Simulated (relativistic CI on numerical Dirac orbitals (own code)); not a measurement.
Computed by Dirac equation for one electron, model QED (radiative potential, 1s self-energy scaled to tabulated hydrogen-like ionisation energies) (own radial code, finite nucleus).

The strongest absorption lines from the ground level of an ion, among the configurations computed and to levels below about 2980 eV (vacuum wavelength in Å, gf): 4.1539 (0.01), 4.2067 (0.018), 4.3075 (0.038), 4.3079 (0.019), 4.5426 (0.1), 4.5437 (0.052), 5.3813 (0.55), 5.3868 (0.28).

Task: Which ion is it?
A. P12+
B. P14+
C. K18+
D. Cl16+

Result: B. P14+ has 1 electrons and the ground level 1s ²S1/2; the strongest line goes to 2p ²P°3/2. The pattern of lines fixes the number of electrons, and along that sequence the line energies rise steadily with the charge (about as its square where n changes within one kind of shell, about linearly where n is kept but much faster in heavy ions where fine structure, which grows about as Z⁴, sets the gap, and irregularly where shells cross), which fixes Z. Configurations outside the model, such as inner-shell arrays, can give stronger lines.
